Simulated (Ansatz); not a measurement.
`[SiH3]B[CH2][SnH3]` + HCl → `[Cl][SnH3]` + `CB[SiH3]` at 600 K and 1 bar (ligand exchange at the Sn–C bond).

Calculated with Ansatz (gas phase, PBE0-D4/def2-TZVP geometries, no zero-point term in ΔE). CCSD(T)/CBS adds triple-zeta CCSD(T) − MP2 to the extrapolated MP2 energy (def2 sets, frozen cores). This one scheme is used for every species. def2 core potentials past Kr. For Sn outer-core shells are correlated without core-valence functions, which leaves a few kJ/mol of doubt a bond. One conformer a species, not always the lowest.

```
             species  CCSD(T)/CBS energy (Eh)  H − E (kJ/mol)  S (J/(mol·K))
`[SiH3]B[CH2][SnH3]`               -571.32551           297.6          506.4
                 HCl               -460.38127            35.4          207.2
        `[Cl][SnH3]`               -675.62576            90.8          325.6
          `CB[SiH3]`               -356.10570           243.9          396.6
```

H − E and S are ideal-gas, rigid-rotor, harmonic terms from PBE0-D4/def2-TZVP, for one conformer and one mirror image of each species. 1 Eh = 2625.50 kJ/mol, R = 8.31446 J/(mol·K).

Question: By hand: ΔE, ΔH, ΔS and ΔG.

Answer: ΔE = (-675.62576) + (-356.10570) − (-571.32551) − (-460.38127) = -0.02468 Eh = -64.8 kJ/mol. Δ(H − E) = 90.8 + 243.9 − 297.6 − 35.4 = 1.7, so ΔH = -63.1 kJ/mol. ΔS = 325.6 + 396.6 − 506.4 − 207.2 = 8.6 J/(mol·K). ΔG = -63.1 − 600 × (8.6)/1000 = -68.3 kJ/mol.

Question: By hand: the equilibrium constant, and the temperature at which ΔG would vanish if ΔH and ΔS stayed fixed.

Answer: log₁₀ K = −ΔG/(RT ln 10) = 5.9. ΔH and −TΔS have one sign here, so there is no such temperature.

The number of gas molecules stays the same, so ΔS is small and ΔH decides. A doubt of 5 kJ/mol in ΔE shifts log₁₀ K by 0.4 here. Other conformers and mirror images would add mixing entropy, several J/(mol·K) or more a flexible species. Modes under 60 cm⁻¹, often nearly free rotors, make the harmonic entropy too high. These are equilibria of isolated gas molecules and say nothing of rates. Largest T1 diagnostic: 0.013 (customary marks: 0.02 for closed shells, 0.045 for open ones).

ΔS is within the doubt of such terms, so its sign, and with it that verdict, could turn.
